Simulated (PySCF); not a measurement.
Job file and geometry (Å, from GFN2-xTB) of an NMR shielding run on SMILES FC(F)(F)CC[SiH2][SiH3], C3H9F3Si2, GIAO PBE0/pcSseg-1 NMR shielding, non-relativistic, gas phase in PySCF; density fitting, a coarse starting grid and PySCF grid level 2 are the driver's defaults:

```
$ OMP_NUM_THREADS=1 python probes_run.py task.json out

{"job": {"kind": "nmr", "xc": "PBE0", "basis": "pcSseg-1"}, "charge": 0, "multiplicity": 1}
F     -2.795382     1.803362     1.107828
C     -2.397526     0.817567     0.282597
F     -3.304030    -0.163699     0.406711
F     -2.525805     1.297836    -0.964506
C     -0.987029     0.354087     0.584346
C     -0.557846    -0.765725    -0.354257
Si     1.243461    -1.322252    -0.027505
Si     2.692137     0.454008    -0.356899
H     -0.972133     0.021678     1.624065
H     -0.335751     1.225264     0.484766
H     -0.657601    -0.422451    -1.385570
H     -1.242649    -1.606566    -0.238477
H      1.465172    -2.466931    -0.919276
H      1.263445    -1.856266     1.343097
H      2.102641     1.503257    -1.196695
H      3.935661     0.038139    -1.005954
H      3.066237     1.100721     0.904744
```

Q: What does the program print?

A: 
```
coarse grid: 15344 points
cycle   1  E = -997.3368381119  dE =  7.607e-01  |g| = 8.786e-01  |ddm| = 3.538e+00
cycle   2  E = -997.2214093586  dE =  1.154e-01  |g| = 1.266e+00  |ddm| = 1.037e+00
cycle   3  E = -997.4694484873  dE = -2.480e-01  |g| = 5.676e-02  |ddm| = 6.101e-01
cycle   4  E = -997.4698618287  dE = -4.133e-04  |g| = 3.546e-02  |ddm| = 6.612e-02
cycle   5  E = -997.4701445066  dE = -2.827e-04  |g| = 5.615e-03  |ddm| = 3.127e-02
cycle   6  E = -997.4701519838  dE = -7.477e-06  |g| = 1.552e-03  |ddm| = 7.332e-03
final grid: 140640 points
cycle   7  E = -997.5338976478  dE = -4.041e-05  |g| = 8.359e-03  |ddm| = 2.439e-02
cycle   8  E = -997.5338854668  dE =  1.218e-05  |g| = 1.148e-02  |ddm| = 1.562e-02
cycle   9  E = -997.5339134970  dE = -2.803e-05  |g| = 6.303e-04  |ddm| = 8.605e-03
cycle  10  E = -997.5339135529  dE = -5.593e-08  |g| = 2.304e-04  |ddm| = 6.322e-04
cycle  11  E = -997.5339135610  dE = -8.090e-09  |g| = 7.027e-05  |ddm| = 1.886e-04
cycle  12  E = -997.5339135619  dE = -9.582e-10  |g| = 1.229e-05  |ddm| = 5.799e-05
converged SCF energy = -997.5339135619

GIAO shielding tensors (ppm)
atom      isotropic    diamagn.    paramagn.     s11        s22        s33       span
  0 F      251.137     470.630    -219.493    160.530    249.015    343.868    183.338
  1 C       50.534     244.954    -194.420     45.041     48.615     57.947     12.907
  2 F      263.529     472.232    -208.703    172.941    269.242    348.405    175.464
  3 F      263.497     474.673    -211.176    173.051    268.199    349.242    176.191
  4 C      151.036     251.949    -100.913    133.846    145.551    173.711     39.865
  5 C      181.111     254.363     -73.252    175.641    179.381    188.312     12.671
  6 Si     423.998     880.788    -456.790    395.901    408.751    467.344     71.443
  7 Si     469.959     880.222    -410.263    453.108    475.035    481.734     28.625
  8 H       29.729      31.575      -1.846     24.885     30.349     33.954      9.069
  9 H       29.851      33.132      -3.281     24.305     31.417     33.831      9.526
 10 H       30.792      33.156      -2.364     25.656     30.675     36.045     10.389
 11 H       30.429      31.903      -1.474     24.318     30.286     36.682     12.364
 12 H       27.621      29.133      -1.512     23.606     25.569     33.688     10.083
 13 H       27.823      29.485      -1.662     24.151     26.173     33.146      8.995
 14 H       28.321      29.789      -1.468     24.453     27.482     33.028      8.575
 15 H       28.260      28.502      -0.242     24.717     25.497     34.567      9.850
 16 H       28.202      29.114      -0.912     24.837     26.021     33.748      8.911
```

Q: Turn these shieldings into chemical shifts. References, each an isolated molecule treated in the same way: CFCl3 for ¹⁹F (σ = 170.95 ppm); ¹³C (σ = 186.93 ppm), ²⁹Si (σ = 349.16 ppm), ¹H (σ = 31.72 ppm) vs TMS.

A: Averaging equivalent atoms: F 0/2/3: -88.4; C 1: 136.4; C 4: 35.9; C 5: 5.8; Si 6: -74.8; Si 7: -120.8; H 12/13: 3.99; H 14/15/16: 3.46; H 8/9: 1.93; H 10/11: 1.11 ppm. Unscaled 19F shifts against computed CFCl3 carry errors that often reach 10 to 50 ppm.

Size and cost of the density-fitted run: 195 basis functions, 56 s wall time on 1 thread of an Arm Neoverse N1, shared host; peak memory 0.85 GiB.
